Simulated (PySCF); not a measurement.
**Nuclear quadrupole coupling in 3-propylpyridine**

3-propylpyridine, C₈H₁₁N.
Structure used (PBE0-D3(BJ)/def2-SVP), in Å, numbered top down from 1:
```xyz
20
C8H11N angstrom
C     -3.1903   -0.2746   -0.1831
C     -1.7114   -0.1746   -0.5167
C     -0.8220   -0.0668    0.7236
C      0.6369    0.0369    0.3855
C      1.2544    1.2633    0.1261
C      2.5981    1.2922   -0.2344
C      3.2859    0.0828   -0.3271
N      2.7189   -1.0951   -0.0824
C      1.4359   -1.1073    0.2621
H     -3.5370    0.6119    0.3721
H     -3.4004   -1.1568    0.4428
H     -3.8040   -0.3587   -1.0925
H     -1.3956   -1.0526   -1.1056
H     -1.5266    0.6992   -1.1650
H     -0.9896   -0.9464    1.3678
H     -1.1281    0.8128    1.3149
H      0.6821    2.1921    0.2110
H      3.1081    2.2362   -0.4388
H      4.3451    0.0685   -0.6093
H      0.9957   -2.0926    0.4651
```

Field gradients from the PBE0/pcSseg-1 density (PySCF, non-relativistic), principal values in atomic units, ordered |Vxx| ≤ |Vyy| ≤ |Vzz|:

| atom | Vxx | Vyy | Vzz |
| --- | --- | --- | --- |
| N8 | 0.3543 | 0.7910 | -1.1453 |

Problem. Find the asymmetry η = (Vxx − Vyy)/Vzz and the couplings χ = eQV/h (234.96 MHz × Q in barn × V in au), with Q(14N) = 0.02044 b.

Solution. 
```json
{"atom": "N8", "environment": "pyridine-type nitrogen", "nucleus": "14N", "η": "0.38", "χzz (MHz)": "-5.50", "χxx (MHz)": "1.70", "χyy (MHz)": "3.80"}
```

The tensor is traceless: Vxx + Vyy + Vzz = 0.

Problem. What is Vzz at N8 in SI units (1 au = 9.71736 × 10²¹ V/m²)?

Solution. -1.1453 au = -11.129 × 10²¹ V/m².

Problem. And the gradient at the other heavy atoms, for which no coupling is worked out here?

Solution. 
```tsv
atom	environment	Vzz (au)	η
C1	methyl carbon	0.040	0.13
C2	chain CH2 carbon	0.059	0.91
C3	benzylic-type carbon	-0.055	0.87
C4	substituted aromatic carbon	0.325	0.24
C5	aromatic CH carbon	0.353	0.23
C6	aromatic CH carbon	0.311	0.23
C7	aromatic CH next to a ring nitrogen	0.317	0.37
C9	aromatic CH next to a ring nitrogen	0.308	0.31
```

Problem. What couplings would deuterons (Q(2H) = 0.00286 b) have in place of the hydrogens, at this geometry?

Solution. 
```
atom  bonded to  bond length (Å)  Vzz (au)     η  χzz (kHz)
 H10         C1            1.102    0.2900  0.02        195
 H11         C1            1.102    0.2898  0.02        195
 H12         C1            1.100    0.2933  0.02        197
 H13         C2            1.103    0.2829  0.03        190
 H14         C2            1.104    0.2832  0.03        190
 H15         C3            1.103    0.2832  0.03        190
 H16         C3            1.103    0.2835  0.03        190
 H17         C5            1.094    0.2998  0.06        201
 H18         C6            1.092    0.3044  0.06        205
 H19         C7            1.096    0.2945  0.06        198
 H20         C9            1.098    0.2912  0.07        196
```

Geometry: PBE0-D3(BJ)/def2-SVP, one conformer, isolated molecule. The basis is small and wasn't made for field gradients, so the couplings can be 20 % off.

The run behind these numbers computed NMR shieldings as well. Time: 27 s. Hardware: one thread, x86-64 server, on a shared host.
